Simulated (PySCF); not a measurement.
**Working out the ionisation energy of Se⁺**

Se⁺ [Ar] 3d10 4s2 4p3 (4S) → Se²⁺ [Ar] 3d10 4s2 4p2 (3P). Calculation: PySCF 2.14, in def2-QZVPPD (12s8p5d4f1g, 98 functions); no relativity, point nucleus. Frozen: [Ne]. Energies in hartree (1 hartree = 27.21139 eV):

| part | Se⁺ (lower) | Se²⁺ (upper) |
| --- | --- | --- |
| UHF | -2399.559163 | -2398.793658 |
| MP2 opposite-spin | -0.470741 | -0.459389 |
| MP2 same-spin | -0.246898 | -0.232655 |

Problem. What does Hartree-Fock give?

Solution. (-2398.793658) − (-2399.559163) = 0.765505 hartree = 20.830 eV.

Problem. What do MP2 and SCS-MP2 (6/5 opposite-spin, 1/3 same-spin) give?

Solution. The opposite-spin parts differ by 0.309 eV and the same-spin parts by 0.388 eV. MP2: 20.830 + (0.309) + (0.388) = 21.527 eV. SCS-MP2: 20.830 + 1.2 × (0.309) + (0.388)/3 = 21.330 eV.

A first-order spin-orbit estimate adds -0.273 eV to MP2 (valence and next inner shell), giving 21.254 eV against 21.196 ± 0.01 eV (measured; NIST Atomic Spectra Database, ionization energies).

The calculation is non-relativistic.

What remains against the reference includes basis incompleteness, the frozen core and correlation beyond second order.
